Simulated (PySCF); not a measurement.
Compound: C₃H₄F₄Si.
SMILES: `FC(F)(F)[C@@]1(F)C[SiH2]1`

Vertical excitations from PySCF (density fitting, frozen core in the response, grid level 2 and gas phase unless stated; continuum runs use non-equilibrium linear response for the excitations) on a GFN2-xTB geometry. Reference run:

```tsv
settings	S1, eV (f)	S2, eV (f)	S3, eV (f)	S4, eV (f)	S5, eV (f)	S6, eV (f)	T1, eV (Tamm–Dancoff)	mean α (au)
PBE0/def2-SVPD, full TDDFT, 6 singlets	6.37 (0.187)	6.67 (0.003)	6.85 (0.003)	7.14 (0.034)	7.34 (0.035)	7.81 (0.004)	4.89	65.3
```

Task: What do these settings give: LC-wPBE/ANO-RCC-VDZP, start guess vsap, TDA, 12 singlets?

Result: 
```json
{"settings": "LC-wPBE/ANO-RCC-VDZP, start guess vsap, TDA, 12 singlets", "S1, eV (f)": "7.05 (0.011)", "S2, eV (f)": "7.12 (0.261)", "S3, eV (f)": "7.66 (0.006)", "S4, eV (f)": "7.88 (0.033)", "S5, eV (f)": "8.23 (0.007)", "S6, eV (f)": "8.39 (0.027)", "T1, eV (Tamm–Dancoff)": "5.18", "mean α (au)": "57.1"}
```

S1 moves by +0.68 eV; functional, basis and response scheme change together, so the shift can't be laid on one. States are counted by energy in each run and needn't keep their character from row to row.

ANO-RCC sets were contracted for a scalar-relativistic Hamiltonian, but ran non-relativistically here.

Task: Which orbital pairs make up S1 in each run, and how does it sit against the orbital gap?

Result: 
```tsv
settings	S1 configurations (weight)	S1 (eV)	orbital gap (eV)	S1 − gap (eV)
PBE0/def2-SVPD, full TDDFT, 6 singlets	H→L 0.94	6.37	7.17	-0.80
LC-wPBE/ANO-RCC-VDZP, start guess vsap, TDA, 12 singlets	H→L+2 0.83	7.05	12.02	-4.97
```

Conformer computed: `[F:1][C:2]([F:3])([F:4])[C@@:5]1([F:6])[CH2:7][SiH2:8]1`: F1–C2–C5–F6 175°.
